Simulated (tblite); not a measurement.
Compound: C5H5NO2Si.
Cartesian coordinates in Å at the GFN2-xTB level; atoms count from 1:
```xyz
14
C5H5NO2Si angstrom
N      3.269    2.240    0.489
C      2.511    1.408    0.265
C      1.614    0.373   -0.016
C      1.847   -0.896   -0.488
C      0.590   -1.523   -0.590
C     -0.326   -0.591   -0.174
O     -1.633   -0.672   -0.081
Si    -2.642    0.539    0.428
O      0.272    0.555    0.176
H      2.802   -1.315   -0.732
H      0.379   -2.517   -0.923
H     -2.291    0.911    1.796
H     -2.505    1.686   -0.465
H     -3.886   -0.197    0.293
```

All values are computed: GFN2-xTB (tblite) harmonic vibrations without scaling, gas phase. Errors from tens to a few hundred cm⁻¹ against measured bands are possible. Modes of hydrogen on silicon can be 10 to 20 % off. One conformer, not necessarily the lowest.

Harmonic wavenumbers (cm⁻¹): 73.2, 78.2, 112.2, 149.8, 157.3, 313.9, 387.4, 466.7, 500.4, 557.6, 601.6, 602.3, 606.6, 650.5, 698.3, 735.6, 786.7, 799.5, 806.6, 827.0, 835.4, 957.7, 1020.6, 1037.4, 1163.9, 1247.0, 1282.4, 1372.1, 1506.7, 1590.9, 2279.7, 2298.8, 2362.6, 2367.2, 3186.2, 3204.7.

A = 3033, B = 847.8, C = 667.7 MHz; mass 139.009 u (most abundant isotopes); point group Cs, symmetry number 1.

Q: Zero-point energy?

A: ½Σν̃ = 18812 cm⁻¹ = 225.04 kJ/mol.

Q: Entropy at 350 K, 1 bar (ideal gas, RRHO, classical rotation)?

A: Translation 173.73, rotation 125.91, vibration 122.10: S = 421.7 J/(mol K).

Q: And Cp and H(350 K) − H(0)?

A: Cp = 165.30 J/(mol K), of which vibrations give 132.04 (their classical limit is 36 R = 299.3); H(350 K) − H(0) = 34.57 kJ/mol without the zero-point energy, 22.93 from vibrations.

Q: Blend soft modes into free rotors: weight 1/[1 + (100 cm⁻¹/ν̃)⁴] for the oscillator and the rest for a rotor with moment μB/(μ + B), μ = h/(8π²ν), B = 10⁻⁴⁴ kg m². What vibrational entropy results?

A: 114.20 J/(mol K) in place of 122.10, which changes −T·S at 350 K by +2.77 kJ/mol.

Q: Which modes carry the vibrational entropy at 350 K?

A: 73.2 cm⁻¹: 18.33; 78.2 cm⁻¹: 17.79; 112.2 cm⁻¹: 14.82; 149.8 cm⁻¹: 12.48; 157.3 cm⁻¹: 12.08; 313.9 cm⁻¹: 6.75 J/(mol K); the other 30 give 39.85 together.

Q: What must be added to the electronic energy to get the Gibbs energy at 350 K and 1 bar?

A: ZPE + [H(350 K) − H(0)] − T·S = 225.04 + 34.57 − 147.61 = 112.00 kJ/mol.

Q: How do the functions run with temperature in this model?

A: 
```tsv
T (K)	S (J/(mol K))	Cp (J/(mol K))	H − H(0) (kJ/mol)	G − H(0) (kJ/mol)	ln q(vib)
100	286.6	70.6	5.11	-23.55	1.29
200	346.2	107.7	13.93	-55.32	3.47
300	397.6	147.8	26.74	-92.55	5.68
500	488.0	206.2	62.64	-181.38	10.17
800	596.7	254.6	132.55	-344.80	16.49
1000	655.7	273.7	185.50	-470.18	20.31
```

q(vib) and H(0) count from the zero-point level.

Hindered rotation and anharmonicity are outside this model. Other conformers, if any are populated, would add a mixing term that is left out.

Hardware: Intel Xeon 6975P-C, one thread, no GPU, shared host with 192 logical CPUs at a one-minute load of 44. Cost: 0.37 s. The figure is for the frequency step alone.
